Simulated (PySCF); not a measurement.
# Mayer bond orders and bond lengths

C6H12O.
Numbering: `[OH:1][CH:2]1[CH2:3][CH2:4][CH2:5][CH2:6][CH2:7]1` (hydrogens: H8 on O1; H9 on C2; H10, H11 on C3; H12, H13 on C4; H14, H15 on C5; H16, H17 on C6; H18, H19 on C7)

Geometry (PBE0-D3(BJ)/def2-TZVP, Å), atoms numbered from 1 in this order:
```xyz
19
C6H12O angstrom
O      2.2695    1.2419    0.5589
C      0.9476    0.7362    0.5538
C      0.1651    1.2027   -0.6632
C     -1.2630    0.6735   -0.6496
C     -1.2907   -0.8443   -0.5349
C     -0.5069   -1.3159    0.6818
C      0.9186   -0.7792    0.6672
H      2.7349    0.8583   -0.1899
H      0.4864    1.1646    1.4518
H      0.6797    0.8411   -1.5647
H      0.1814    2.2949   -0.7057
H     -1.7998    1.1081    0.2028
H     -1.7943    1.0003   -1.5478
H     -2.3231   -1.2019   -0.4821
H     -0.8529   -1.2828   -1.4403
H     -1.0123   -0.9675    1.5910
H     -0.4971   -2.4082    0.7335
H      1.4564   -1.1992   -0.1949
H      1.4648   -1.0858    1.5632
```

Bond orders from the PBE0/pcSseg-2 density (PySCF). Geometry: PBE0-D3(BJ)/def2-TZVP, one conformer, isolated molecule.

(1) Where do the orders between heavy atoms depart from those drawn in the SMILES?

(2) Give the Mayer order of every bond, beside its length.

## Answers

(1) The largest departure is 0.109, at O1–C2 (drawn single, 0.891).

(2) 
| bond | drawn as | length (Å) | Mayer order |
| --- | --- | --- | --- |
| O1–C2 | single | 1.415 | 0.891 |
| C2–C3 | single | 1.520 | 0.994 |
| C3–C4 | single | 1.523 | 0.970 |
| C4–C5 | single | 1.522 | 0.971 |
| C5–C6 | single | 1.522 | 0.971 |
| C6–C7 | single | 1.523 | 0.970 |
| C7–C2 | single | 1.520 | 0.996 |
| O1–H8 | single | 0.961 | 1.016 |
| C2–H9 | single | 1.097 | 0.981 |
| C3–H10 | single | 1.099 | 0.992 |
| C3–H11 | single | 1.093 | 0.997 |
| C4–H12 | single | 1.097 | 0.998 |
| C4–H13 | single | 1.094 | 0.991 |
| C5–H14 | single | 1.094 | 0.997 |
| C5–H15 | single | 1.097 | 1.000 |
| C6–H16 | single | 1.097 | 0.998 |
| C6–H17 | single | 1.094 | 0.991 |
| C7–H18 | single | 1.099 | 0.992 |
| C7–H19 | single | 1.093 | 0.998 |

Bonds between the same two heavy elements. C–C: lowest C3–C4, C6–C7, C4–C5 and 1 more (0.970, 1.523 Å), highest C7–C2 and C2–C3 (0.996, 1.520 Å). Bonds named together lie within 0.004.

Question: Sum the orders of all bonds at each heavy atom with more than one neighbour and set the sums beside the valence in the SMILES.

Answer: O1 1.907 (drawn 2), C2 3.862 (drawn 4), C3 3.953 (drawn 4), C4 3.930 (drawn 4), C5 3.939 (drawn 4), C6 3.930 (drawn 4), C7 3.956 (drawn 4). Orders between atoms that aren't bonded are not in these sums.

For a closed shell the Mayer order of atoms A and B is Σ (PS)μν (PS)νμ over the basis functions μ on A and ν on B, with P the density and S the overlap matrix.
